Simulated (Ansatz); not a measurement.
`C/C=N\[SiH2]Cl` + `C[SiH](S)Cl` → `C[SiH](Cl)S[SiH2]Cl` + `CC=N`  (ligand exchange at the Si–N bond)

Calculated with Ansatz (gas phase, PBE0-D4/def2-TZVP geometries, no zero-point term in ΔE). CCSD(T)/CBS is the MP2 limit (def2-TZVPP, def2-QZVPP) plus CCSD(T) − MP2 in def2-TZVPP, frozen cores. DFT in def2-TZVPP. One conformer a species, not always the lowest.

CCSD(T)/CBS gives -22.8 kJ/mol.

Task: Another level gave -17.6 kJ/mol. Which?
A. r2SCAN/def2-TZVPP
B. HF/def2-TZVPP
C. PBE-D4/def2-TZVPP
D. B2PLYP/def2-TZVPP

Result: A. r2SCAN -17.6, PBE-D4 -22.4, HF/def2-TZVPP -7.3, B2PLYP -13.3 kJ/mol.

Largest T1 diagnostic among the species: 0.012.

The D4 term adds −7.7 kJ/mol with B3LYP and −4.2 kJ/mol with PBE0; it sums over pairs of atoms, weighted by their polarisabilities, and B3LYP, whose exchange is more repulsive, gets the larger term. In def2-TZVPP, CCSD(T) changes the Hartree–Fock value by −13.5 kJ/mol (the triples alone add −2.2 kJ/mol) and MP2 by −16.1 kJ/mol.

B3LYP here is the variant with VWN-RPA as its local correlation; programs differ in this.
